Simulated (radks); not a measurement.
The nuclear charge of neutral germanium is varied continuously with 32 electrons held in [Ar] 3d10 4s2 4p2. All-electron calculation, scalar-relativistic Kohn-Sham, LDA (Slater exchange, Perdew-Wang correlation), spin-polarised, spherical densities, point nucleus; open shells are filled with parallel spins first. Program: a radial shooting solver on a logarithmic mesh with Libxc functionals. By the Hellmann-Feynman theorem dE/dZ = E(electron-nucleus)/Z, the electronic potential at the nucleus. The scalar-relativistic energy here is not variational (the density holds large components alone), so the two differ by a part that grows with Z.

| Z | E (hartree) | E(electron-nucleus)/Z (hartree) | HOMO | e(HOMO) (eV) | <r> HOMO (bohr) |
|---|---|---|---|---|---|
| 31.75 | -2056.59298 | -156.276 | 4p | -2.554 | 3.069 |
| 32 | -2095.92164 | -157.957 | 4p | -4.470 | 2.838 |
| 32.25 | -2135.67130 | -159.633 | 4p | -6.608 | 2.659 |
| 32.5 | -2175.84118 | -161.307 | 4p | -8.944 | 2.513 |
| 32.75 | -2216.43072 | -162.979 | 4p | -11.462 | 2.391 |
| 33 | -2257.43955 | -164.650 | 4p | -14.150 | 2.285 |

The central difference of E at Z = 32 is -158.157 hartree, to compare with the third column; the second derivative is -6.74 hartree.
